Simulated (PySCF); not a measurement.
**PBE on S⁺ (sulfur, charge +1)**

Configuration: [Ne] 3s2 3p3, high-spin 4S determinant. Computed with PySCF 2.14 in x2c-TZVPall (5s5p2d1f, 37 functions), with the spin-free X2C one-electron Hamiltonian (Gaussian nucleus).

| Property | Result |
| --- | --- |
| Total energy | -398.6494 hartree |
| One-electron energy | -544.4564 hartree |
| Hartree (Coulomb) energy | 171.0923 hartree |
| Exchange-correlation energy | -25.2853 hartree |
| ⟨S²⟩ | 3.7501 |
| ⟨L²⟩ | 0.000 |
| Sum of ⟨r⟩ | 12.71 bohr |
| Sum of ⟨r²⟩ | 20.69 bohr² |
| Langevin diamagnetic susceptibility | -16.4 ×10⁻⁶ cm³/mol |
| Time after the integrals | 0.2 s of wall time on 1 thread of Neoverse-V1 (shared host) |

```
shell  electrons  mean orbital energy (hartree)  rms radius, mean of both spins (bohr)
 1s α          1                      -88.80693                                  0.112
 1s β          1                      -88.79005                                  0.112
 2s α          1                       -8.20021                                  0.522
 2s β          1                       -8.18405                                  0.522
 2p α          3                       -6.17629                                  0.495
 2p β          3                       -6.15388                                  0.495
 3s α          1                       -1.05956                                   1.76
 3s β          1                       -0.93367                                   1.76
 3p α          3                       -0.65879                                   2.04
```

Densities and radii are taken from the X2C orbitals without a picture-change correction, which distorts them close to the nucleus.
